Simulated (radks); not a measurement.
Radial electron density D(r) = 4 pi r^2 rho(r) of an atom or ion with 49 electrons. All-electron calculation, scalar-relativistic Kohn-Sham, PBE, spin-polarised, spherical densities, point nucleus. Program: a radial shooting solver on a logarithmic mesh with Libxc functionals.

```
   r/bohr * D(r) (the largest magnitude, 80.3, reaches the edge; | marks zero)
 0.001404 | *
 0.001648 | *
 0.001918 |  *
 0.002251 |   *
 0.002621 |    *
 0.003076 |      *
 0.003581 |       *
 0.004202 |          *
 0.004892 |            *
  0.00574 |               *
 0.006683 |                   *
 0.007842 |                       *
  0.00913 |                           *
  0.01071 |                               *
  0.01247 |                                   *
  0.01464 |                                       *
  0.01704 |                                         *
     0.02 |                                          *
  0.02328 |                                          *
  0.02732 |                                        *
   0.0318 |                                      *
  0.03732 |                                     *
  0.04345 |                                    *
  0.05099 |                                       *
  0.05936 |                                           *
  0.06965 |                                                *
  0.08109 |                                                     *
  0.09516 |                                                      *
   0.1108 |                                                   *
     0.13 |                                             *
   0.1513 |                                       *
   0.1776 |                                    *
   0.2068 |                                       *
   0.2426 |                                           *
   0.2825 |                                            *
   0.3315 |                                       *
   0.3859 |                             *
   0.4528 |                   *
   0.5272 |             *
   0.6186 |            *
   0.7202 |             *
   0.8452 |             *
   0.9839 |           *
    1.155 |        *
    1.344 |     *
    1.577 |   *
    1.836 | *
    2.155 | *
    2.509 |*
    2.944 |*
    3.427 *
    4.022 *
    4.682 *
    5.495 *
    6.397 *
    7.507 *
    8.739 *
    10.26 *
    11.94 *
    14.01 *
    16.31 *
```

What is the nuclear charge?

Answer. Z = 49. The innermost maximum, from 1s, lies near gamma/Z bohr with gamma = sqrt(1 - (Z/c)^2) = 0.934, here 0.0191 bohr (found: 0.0208), and its height grows with Z. The density is that of neutral indium in [Kr] 4d8 5s2 5p1 6s2; the configuration itself is not fixed sharply by these data, and Z only to a few units. D(r) has 5 maxima, at r = 0.0208, 0.0922, 0.271, 0.786, 5.03 bohr, and minima at 0.0411, 0.178, 0.594, 4.15 bohr, inside which lie 2.01, 11.16, 29.00, 47.18 electrons.
